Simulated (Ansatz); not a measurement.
Coupled-cluster run, C₃H₉NOSi (`C=C[SiH](N)OC`).

```yaml
crystal:
  periodic: [false, false, false]
  atoms:
    - {symbol: C, position_ang: [-1.568214, -0.740018, -2.155914]}
    - {symbol: C, position_ang: [-1.537052, -0.168008, -0.955231]}
    - {symbol: Si, position_ang: [0.033397, 0.399353, -0.155926]}
    - {symbol: N, position_ang: [1.368069, -0.424802, -0.830704]}
    - {symbol: O, position_ang: [-0.236758, 0.154880, 1.450644]}
    - {symbol: C, position_ang: [0.696443, 0.514449, 2.437561]}
    - {symbol: H, position_ang: [-2.494741, -1.067727, -2.619930]}
    - {symbol: H, position_ang: [-0.657803, -0.902952, -2.726413]}
    - {symbol: H, position_ang: [-2.475775, -0.025739, -0.422769]}
    - {symbol: H, position_ang: [0.347400, 1.842119, -0.360338]}
    - {symbol: H, position_ang: [2.263828, 0.017126, -0.941820]}
    - {symbol: H, position_ang: [1.429128, -1.428486, -0.867418]}
    - {symbol: H, position_ang: [1.613361, -0.081237, 2.359288]}
    - {symbol: H, position_ang: [0.251084, 0.335322, 3.418189]}
    - {symbol: H, position_ang: [0.967653, 1.575720, 2.370782]}
basis:
  gaussian: {orbitals: def2-TZVPP}
correlation: {method: ccsd_t}
```

```sh
$ ansatz run in.yaml --threads 2 --pin off --events-out ev --progress --plain --max-ram 32768MiB --backend cuda --devices 0, --max-vram 18GiB
```

Output of Ansatz, abridged:

```
Functional definition: HF
1895 factors; integrals over basis functions are off by at most 1.4e-3 eV
mean field evaluation 1: about -14613.9161 eV, gradient 5.0e1 eV
mean field evaluation 2: about -14614.2526 eV, gradient 5.0e1 eV
mean field evaluation 4: about -14619.5938 eV, gradient 4.9e0 eV
mean field evaluation 8: about -14619.6709 eV, gradient 2.7e-1 eV
mean field -14619.67111581 eV, -537.2630039369 hartree, gradient 2.7e-6 eV, S^2 0.000000; 0 other end points of the search recorded, 0 dependent functions left out
10 core orbitals not correlated: weight in the atoms' cores, before any rotation towards them, 1.000 or more for the frozen orbitals, at most 0.000 for the correlated occupied ones
reference -14619.67111581 eV, -537.2630039369 hartree; 18, 18 occupied and 295, 295 virtual orbitals, 1895 factors
second order -29.07087038 eV of doubles, -0.00000000 eV of singles
cycle   1  -29.61364355 eV  change   -5.4e-1 eV  update   1.1e-1
cycle   2  -30.31550045 eV  change   -7.0e-1 eV  update   3.3e-2
cycle   3  -30.46385912 eV  change   -1.5e-1 eV  update   1.6e-2
cycle   4  -30.45323983 eV  change    1.1e-2 eV  update   4.2e-3
cycle   5  -30.45289409 eV  change    3.5e-4 eV  update   1.9e-3
cycle   6  -30.45380782 eV  change   -9.1e-4 eV  update   5.0e-4
cycle   7  -30.45363126 eV  change    1.8e-4 eV  update   2.1e-4
cycle   8  -30.45354651 eV  change    8.5e-5 eV  update   6.3e-5
cycle   9  -30.45356564 eV  change   -1.9e-5 eV  update   2.7e-5
perturbative correction -1.22051782 eV, -0.0448532027 hartree
Total energy: -14651.34519927 eV, -538.4270050347 hartree
```

It took 31 s on 2 threads of an AMD EPYC 7R13 on a shared host and a share of an NVIDIA H100 80 GB, with 0.83 GiB of host memory at the peak.

Correlation energy per correlated electron: -0.880 eV. T1 diagnostic: 0.0111.
